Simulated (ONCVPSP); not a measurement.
# Scattering properties, ONCV potential for indium (In)

```
Element                 : In
Generator               : ONCVPSP 4.0.1
Type                    : optimised norm-conserving Vanderbilt (ONCV)
Functional              : PBE
Relativity              : scalar-relativistic
Frozen core             : [Ar] 3d10
Valence charge          : 21
Reference configuration : 4s2 4p6 4d10 5s1.5 (charge +1.5)
Partial waves           : 4s+5s: rc 1.35 bohr, ncon 3, nbas 7, qcut 7.4 1/bohr, 2 projectors; 4p: rc 1.20 bohr, ncon 3, nbas 6, qcut 11.9 1/bohr, 2 projectors, debl 3.3 Ha; 4d: rc 1.70 bohr, ncon 5, nbas 10, qcut 9.1 1/bohr, 1 projector
Local potential         : polynomial inside 1.00 bohr (lpopt 5, dvloc0 3 Ha)
Core correction         : Teter function fitted to the true core (icmod 2), fcfact 0.15
```

In the p channel the program set the typed energies aside and used -3.336, 0.250 Ha.

The phase is arctan(r·R′/R) of the radial function R(r), unwrapped; energies in Ha, scanned from -6 to 5 Ha. A pole is an energy at which the radial function vanishes at the test radius. The pseudo phase is shifted by a multiple of π to meet the all-electron one at the reference energy, and phase errors are pseudo minus all-electron; the curves can meet again beyond the range given. Levels narrower than the energy grid can be missing from the lists of poles.

```tsv
channel	radius (bohr)	reference energy (Ha)	poles, all-electron	poles, pseudo	unbroken range about the reference energy with phases within 0.05 rad	phase error 1 Ha above the reference energy (rad)
s	1.37	-0.71	-4.17	-4.17	the whole range	-0.001
p	1.22	-3.34	-1.38	-1.38	the whole range	-0.000
d	1.72	-1.15	-0.59	-0.59	below 1.6	+0.002
```

Phases in the d channel:

```json
{"E (Ha)": "-5.96", "all-electron": "1.349", "pseudo": "1.349"}
{"E (Ha)": "-5.68", "all-electron": "1.341", "pseudo": "1.341"}
{"E (Ha)": "-5.40", "all-electron": "1.332", "pseudo": "1.333"}
{"E (Ha)": "-5.12", "all-electron": "1.322", "pseudo": "1.323"}
{"E (Ha)": "-4.84", "all-electron": "1.311", "pseudo": "1.311"}
{"E (Ha)": "-4.56", "all-electron": "1.298", "pseudo": "1.298"}
{"E (Ha)": "-4.28", "all-electron": "1.282", "pseudo": "1.282"}
{"E (Ha)": "-4.00", "all-electron": "1.264", "pseudo": "1.264"}
{"E (Ha)": "-3.72", "all-electron": "1.242", "pseudo": "1.242"}
{"E (Ha)": "-3.44", "all-electron": "1.214", "pseudo": "1.214"}
{"E (Ha)": "-3.16", "all-electron": "1.178", "pseudo": "1.179"}
{"E (Ha)": "-2.88", "all-electron": "1.129", "pseudo": "1.130"}
{"E (Ha)": "-2.60", "all-electron": "1.058", "pseudo": "1.058"}
{"E (Ha)": "-2.32", "all-electron": "0.941", "pseudo": "0.943"}
{"E (Ha)": "-2.04", "all-electron": "0.721", "pseudo": "0.723"}
{"E (Ha)": "-1.76", "all-electron": "0.227", "pseudo": "0.229"}
{"E (Ha)": "-1.48", "all-electron": "-0.621", "pseudo": "-0.621"}
{"E (Ha)": "-1.20", "all-electron": "-1.170", "pseudo": "-1.170"}
{"E (Ha)": "-0.92", "all-electron": "-1.418", "pseudo": "-1.418"}
{"E (Ha)": "-0.64", "all-electron": "-1.553", "pseudo": "-1.553"}
{"E (Ha)": "-0.36", "all-electron": "-1.645", "pseudo": "-1.644"}
{"E (Ha)": "-0.08", "all-electron": "-1.718", "pseudo": "-1.716"}
{"E (Ha)": "0.20", "all-electron": "-1.786", "pseudo": "-1.783"}
{"E (Ha)": "0.48", "all-electron": "-1.858", "pseudo": "-1.852"}
{"E (Ha)": "0.76", "all-electron": "-1.941", "pseudo": "-1.932"}
{"E (Ha)": "1.04", "all-electron": "-2.049", "pseudo": "-2.034"}
{"E (Ha)": "1.32", "all-electron": "-2.203", "pseudo": "-2.176"}
{"E (Ha)": "1.60", "all-electron": "-2.441", "pseudo": "-2.391"}
{"E (Ha)": "1.88", "all-electron": "-2.817", "pseudo": "-2.727"}
{"E (Ha)": "2.16", "all-electron": "-3.311", "pseudo": "-3.191"}
{"E (Ha)": "2.44", "all-electron": "-3.747", "pseudo": "-3.643"}
{"E (Ha)": "2.72", "all-electron": "-4.034", "pseudo": "-3.959"}
{"E (Ha)": "3.00", "all-electron": "-4.213", "pseudo": "-4.158"}
{"E (Ha)": "3.28", "all-electron": "-4.329", "pseudo": "-4.287"}
{"E (Ha)": "3.56", "all-electron": "-4.409", "pseudo": "-4.375"}
{"E (Ha)": "3.84", "all-electron": "-4.468", "pseudo": "-4.439"}
{"E (Ha)": "4.12", "all-electron": "-4.513", "pseudo": "-4.488"}
{"E (Ha)": "4.40", "all-electron": "-4.550", "pseudo": "-4.527"}
{"E (Ha)": "4.68", "all-electron": "-4.580", "pseudo": "-4.558"}
{"E (Ha)": "4.96", "all-electron": "-4.605", "pseudo": "-4.584"}
```
